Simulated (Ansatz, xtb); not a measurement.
**Isomers of H4InNS2 in order of energy**

3 gas-phase structures of H4InNS2, from a drawn sample of its isomers (lower ones may exist). Each was relaxed with GFN2-xTB; where two conformers were screened, the lower at r2SCAN-D4/def2-SVP is listed:

A. `[NH2][InH][S]S`, a singlet
B. `[NH2][In]([SH])[SH]`, a singlet
C. `N[S][InH][SH]`, a singlet

Q: Make a reasoned guess at their ranking by r2SCAN-D4/def2-SVP single-point energy.

A: Calculated order at r2SCAN-D4/def2-SVP: B (0.0), C (113.5), A (144.0) kJ/mol.

Energies above the lowest of each column, in kJ/mol; the last columns are at PBE0-D4/def2-SVP geometries and were run for some of them only (a dash: not run or not comparable):

| structure | GFN2-xTB | HF/STO-3G | r2SCAN-D4/def2-SVP | PBE0-D4/def2-SVP | CCSD(T)/def2-SVP + ΔMP2/def2-TZVPP |
| --- | --- | --- | --- | --- | --- |
| B | 0.0 | 0.0 | 0.0 | 0.0 | 0.0 |
| C | 69.1 | 111.5 | 113.5 | 107.8 | 126.1 |
| A | 98.8 | 144.2 | 144.0 | – | – |

Every level run on B puts it lowest or level with the lowest. Flexible structures stand in one conformer each, not always the lowest. Frequencies (PBE0-D4/def2-SVP) were run for B, C alone. Atoms past krypton carry core potentials in the def2 sets, without spin–orbit terms. ΔMP2 is the change of the MP2 energy from the smaller to the larger basis.

Programs: Ansatz 0.2.0, xtb 6.7.1.
